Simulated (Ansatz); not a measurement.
Born–Oppenheimer molecular dynamics of ClFGeH4 (7 atoms, charge 0, multiplicity 1). It starts at the highest image of a converged band, a first-order saddle point between two minima.

Method: Ansatz, RHF/def2-SVP.

```
ensemble                      : NVE (velocity Verlet)
time step                     : 0.5 fs
steps asked                   : 200
starting velocities drawn for : 100 K
seed                          : 10497
```

First frame:

```xyz
7
Properties=species:S:1:pos:R:3
Ge -0.124 0.000 -0.173
F -0.083 0.000 1.883
H 1.400 0.000 -0.026
H -0.584 1.321 -0.748
H -0.584 -1.321 -0.748
Cl -2.546 0.000 1.022
H -1.069 0.000 1.980
```

Question: How far do the bonds stretch over the last three quarters of this one trajectory? (Pairs bonded in most of those frames.)

Answer: 
```tsv
bond	mean (Å)	spread (Å)	shortest	longest
Ge1–F2	2.040	0.034	1.96	2.08
Ge1–H3	1.532	0.014	1.51	1.56
Ge1–H4	1.511	0.008	1.50	1.52
Ge1–H5	1.512	0.009	1.50	1.53
Ge1–Cl6	2.717	0.012	2.70	2.74
F2–H7	1.017	0.047	0.95	1.21
```

Pairs bonded in part of these frames only: F2–H7 93 %, Cl6–H7 16 %.

Mean temperature of the second half: 68 K. The conserved energy stayed within 0.057 meV per atom of its start (net change 0.057 meV per atom), so the integration is sound. A run of 0.1 ps of so small a system gives no equilibrium averages. The orbitals stay closed-shell, which can raise the energy where a bond breaks towards radicals; this wasn't checked here.

Run time: 5.2 min on 1 thread of Arm Neoverse V1, with other jobs on the host, peak memory 0.16 GiB.
